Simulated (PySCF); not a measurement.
## Atomic charges against the basis set

Compound: C3H7NSi.
SMILES with atom numbers: `[H]/[N:1]=[CH:2]\[C@@H:3]1[CH2:4][SiH2:5]1` (hydrogens: H6 on N1; H7 on C2; H8 on C3; H9, H10 on C4; H11, H12 on Si5)

Structure used (PBE0-D3(BJ)/def2-SVP), in Å, numbered top down from 1:
```
atom  x, y, z in Å
N1     2.442   -0.857    0.145
C2     1.289   -0.447    0.487
C3     0.238    0.148   -0.362
C4    -0.769    1.127    0.275
Si5   -1.542   -0.474   -0.238
H6     2.583   -0.711   -0.862
H7     1.019   -0.553    1.555
H8     0.572    0.407   -1.375
H9    -0.627    1.320    1.345
H10   -0.975    2.040   -0.293
H11   -2.335   -0.547   -1.488
H12   -1.853   -1.485    0.800
```

PBE0 throughout (PySCF), one geometry, spherical d and f functions. The structure is a single PBE0-D3(BJ)/def2-SVP conformer in the gas phase; no vibrational or solvent corrections. The first 7 of 12 kinds of atom are listed.

Mulliken charges (e):

```csv
basis,functions,N1,C2,C3,C4,Si5,H6,H7
STO-3G,36,-0.319,+0.018,-0.234,-0.307,+0.550,+0.160,+0.075
6-31G,63,-0.495,+0.081,-0.512,-0.580,+0.619,+0.260,+0.166
pcSseg-0,63,-0.591,+0.170,-0.863,-0.821,+0.824,+0.285,+0.222
6-31G*,88,-0.547,+0.076,-0.360,-0.537,+0.363,+0.294,+0.160
cc-pVDZ,109,-0.183,+0.063,-0.206,-0.124,+0.204,+0.079,+0.026
def2-SVP,109,-0.158,+0.042,-0.309,-0.206,+0.332,+0.096,+0.028
aug-cc-pVDZ,182,-0.361,+0.151,+1.273,+0.675,-0.430,-0.025,-0.414
"6-311+G(2d,p)",185,-0.374,-0.120,+0.001,-0.544,+0.417,+0.194,+0.106
def2-TZVP,203,-0.321,-0.104,-0.115,-0.349,+0.168,+0.193,+0.108
cc-pVTZ,252,-0.267,-0.041,-0.158,-0.285,+0.165,+0.131,+0.119
IGLO-III,254,-0.475,+0.101,-0.220,-0.474,+0.687,+0.203,+0.077
```

IAO charges (e):

```tsv
basis	functions	N1	C2	C3	C4	Si5	H6	H7
STO-3G	36	-0.317	-0.036	-0.395	-0.500	+0.732	+0.183	+0.121
6-31G	63	-0.431	+0.027	-0.367	-0.506	+0.517	+0.232	+0.138
pcSseg-0	63	-0.409	+0.028	-0.390	-0.514	+0.540	+0.224	+0.132
6-31G*	88	-0.444	+0.053	-0.378	-0.516	+0.624	+0.229	+0.126
cc-pVDZ	109	-0.438	+0.050	-0.377	-0.518	+0.616	+0.230	+0.125
def2-SVP	109	-0.434	+0.051	-0.379	-0.513	+0.639	+0.227	+0.121
aug-cc-pVDZ	182	-0.469	+0.056	-0.380	-0.528	+0.621	+0.240	+0.131
6-311+G(2d,p)	185	-0.470	+0.056	-0.390	-0.538	+0.656	+0.240	+0.132
def2-TZVP	203	-0.467	+0.057	-0.392	-0.540	+0.663	+0.239	+0.130
cc-pVTZ	252	-0.462	+0.055	-0.388	-0.536	+0.647	+0.239	+0.130
IGLO-III	254	-0.471	+0.056	-0.392	-0.541	+0.664	+0.241	+0.132
```

Hirshfeld charges (e):

| basis | functions | N1 | C2 | C3 | C4 | Si5 | H6 | H7 |
| --- | --- | --- | --- | --- | --- | --- | --- | --- |
| STO-3G | 36 | -0.220 | +0.042 | -0.088 | -0.108 | +0.331 | +0.083 | +0.018 |
| 6-31G | 63 | -0.255 | +0.044 | -0.105 | -0.148 | +0.264 | +0.101 | +0.046 |
| pcSseg-0 | 63 | -0.241 | +0.038 | -0.105 | -0.149 | +0.298 | +0.099 | +0.036 |
| 6-31G* | 88 | -0.258 | +0.045 | -0.103 | -0.148 | +0.267 | +0.100 | +0.046 |
| cc-pVDZ | 109 | -0.241 | +0.039 | -0.109 | -0.155 | +0.295 | +0.097 | +0.040 |
| def2-SVP | 109 | -0.248 | +0.041 | -0.110 | -0.157 | +0.305 | +0.099 | +0.039 |
| aug-cc-pVDZ | 182 | -0.257 | +0.035 | -0.123 | -0.169 | +0.316 | +0.095 | +0.048 |
| 6-311+G(2d,p) | 185 | -0.260 | +0.034 | -0.123 | -0.165 | +0.319 | +0.097 | +0.049 |
| def2-TZVP | 203 | -0.258 | +0.036 | -0.120 | -0.165 | +0.312 | +0.098 | +0.047 |
| cc-pVTZ | 252 | -0.254 | +0.038 | -0.117 | -0.164 | +0.308 | +0.097 | +0.045 |
| IGLO-III | 254 | -0.259 | +0.034 | -0.120 | -0.166 | +0.315 | +0.095 | +0.047 |

Task: Which scheme is steadiest as the basis changes?

Result: Largest range over the bases for any column: Hirshfeld 0.07 e, IAO 0.21 e, Mulliken 2.14 e. Hirshfeld charges move least and Mulliken charges most, counted in e. Without the minimal STO-3G basis the ranges are Hirshfeld 0.05, IAO 0.15, Mulliken 2.14 e.

Task: How much do the charges still move between the two largest bases, cc-pVTZ and IGLO-III?

Result: At most, over all atoms: Mulliken 0.521 e, IAO 0.017 e, Hirshfeld 0.006 e.

Task: What do the same runs give for the total energy, the frontier levels and the dipole moment?

Result: 
| basis | energy (Eh) | HOMO (eV) | LUMO (eV) | μ (D) |
| --- | --- | --- | --- | --- |
| STO-3G | -456.8985 | -4.38 | 3.20 | 3.17 |
| 6-31G | -462.2746 | -6.76 | -0.09 | 3.24 |
| pcSseg-0 | -461.6282 | -6.88 | -0.21 | 3.40 |
| 6-31G* | -462.3572 | -6.74 | -0.06 | 3.06 |
| cc-pVDZ | -462.3880 | -6.78 | -0.10 | 2.87 |
| def2-SVP | -462.1653 | -6.85 | -0.14 | 3.02 |
| aug-cc-pVDZ | -462.4024 | -6.95 | -0.56 | 3.24 |
| 6-311+G(2d,p) | -462.4416 | -6.97 | -0.57 | 3.32 |
| def2-TZVP | -462.4559 | -6.93 | -0.43 | 3.22 |
| cc-pVTZ | -462.4537 | -6.90 | -0.34 | 3.11 |
| IGLO-III | -462.4615 | -6.95 | -0.39 | 3.28 |

The dipole is fixed by the density alone, so its range of 0.53 D shows that the density itself changes with the basis, not only its division among atoms.
